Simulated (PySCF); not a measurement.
# `C=C[SiH2]C(F)(F)C(C)(C)C`: 4 charge schemes on one density

Species: C7H14F2Si.
Cartesian coordinates in Å at the GFN2-xTB level; atoms count from 1:
```xyz
24
C7H14F2Si angstrom
C      3.1327    0.6962    0.2982
C      2.6585   -0.1628   -0.5935
Si     1.3979   -1.5117   -0.2261
C     -0.0892   -0.7856    0.8001
F     -0.7543   -1.8668    1.3398
F      0.4578   -0.1653    1.9043
C     -1.1165    0.1578    0.1527
C     -2.1249    0.6043    1.2181
C     -1.8481   -0.5866   -0.9648
C     -0.3908    1.3771   -0.4153
H      2.7889    0.7022    1.3191
H      3.8782    1.4358    0.0473
H      3.0490   -0.1212   -1.6036
H      0.8703   -2.0909   -1.4638
H      1.9446   -2.5486    0.6493
H     -1.6191    1.1362    2.0207
H     -2.6337   -0.2584    1.6425
H     -2.8671    1.2652    0.7768
H     -1.1706   -0.8320   -1.7787
H     -2.6461    0.0378   -1.3598
H     -2.2859   -1.5077   -0.5871
H      0.1808    1.8790    0.3620
H      0.2917    1.0858   -1.2112
H     -1.1157    2.0800   -0.8190
```

Density: PBE0/pcSseg-1 (PySCF); schemes: Mulliken, IAO, Hirshfeld and ESP-fitted. Geometry: GFN2-xTB, one conformer, isolated molecule.

Problem. Atoms with like bonding are taken together and averaged. For which atoms does the sign change between the 4 schemes (beyond +0.03 e in one, beyond −0.03 e in another)?

Solution. C7. Atomic charges aren't observables, and each scheme defines them in its own way.

Problem. At which atom do the 4 schemes differ most?

Solution. At C7: from -0.635 (Mulliken) to +0.565 e (ESP-fitted), 1.200 e apart.

Problem. Which atoms carry the lowest charge in the Mulliken, IAO, Hirshfeld and ESP-fitted schemes?

Solution. The schemes don't all agree: Mulliken C7 (-0.635); IAO C2 (-0.433); Hirshfeld C2 (-0.136); ESP-fitted C8/C9/C10 (-0.556).

Problem. What partial charge does each atom carry?

Solution. In e; atoms taken as equivalent share a row and are averaged (×n: the atom named and its like, n in all):

```csv
atom,environment,Mulliken,IAO,Hirshfeld,ESP-fitted
C1,terminal =CH2 carbon,-0.134,-0.264,-0.071,-0.348
C2,alkene CH carbon,-0.524,-0.433,-0.136,-0.234
Si3,SiH2 silicon,+0.698,+0.722,+0.323,+0.333
C4,CF2 carbon,+0.368,+0.311,+0.106,+0.261
F5/F6,fluorine of a CF2 group,-0.313,-0.313,-0.091,-0.233
C7,quaternary sp3 carbon,-0.635,+0.029,+0.004,+0.565
C8/C9/C10,methyl carbon,-0.155,-0.418,-0.125,-0.556
H11,vinylic hydrogen,+0.131,+0.154,+0.044,+0.176
H12,vinylic hydrogen,+0.122,+0.152,+0.052,+0.170
H13,vinylic hydrogen,+0.132,+0.154,+0.043,+0.143
H14/H15,Si–H hydrogen,-0.067,-0.110,-0.070,-0.075
H16 (×9),methyl hydrogen,+0.119,+0.142,+0.037,+0.135
```

Mean size of the charges over all atoms: ESP-fitted 0.239 e, IAO 0.233 e, Mulliken 0.210 e, Hirshfeld 0.076 e. Each set sums to the total charge, 0, to within 0.001 e. The ESP scheme is a least-squares fit of atom-centred charges to the potential on four shells outside the van der Waals surface, with the total charge fixed.

Some averages cover members that differ in this geometry: C8/C9/C10, ESP-fitted -0.577 to -0.522; H16 (×9), ESP-fitted +0.111 to +0.150; H14/H15, ESP-fitted -0.088 to -0.061 e.

Problem. How many electrons does the Hirshfeld scheme count on Si3?

Solution. Z − q = 14 − (+0.323) = 13.677.

Problem. How closely do the schemes follow one another over all atoms?

Solution. Correlation coefficient and root-mean-square difference: IAO with Hirshfeld 0.97, 0.185 e; IAO with ESP-fitted 0.85, 0.153 e; Mulliken with Hirshfeld 0.82, 0.199 e; Mulliken with IAO 0.81, 0.169 e; Hirshfeld with ESP-fitted 0.78, 0.219 e; Mulliken with ESP-fitted 0.41, 0.304 e.

Problem. Sum the charges by element, for elements with more than one atom.

Solution. 
```csv
element,atoms,Mulliken,IAO,Hirshfeld,ESP-fitted
C,7,-1.391,-1.612,-0.473,-1.425
F,2,-0.627,-0.626,-0.183,-0.465
H,14,+1.319,+1.517,+0.332,+1.558
```
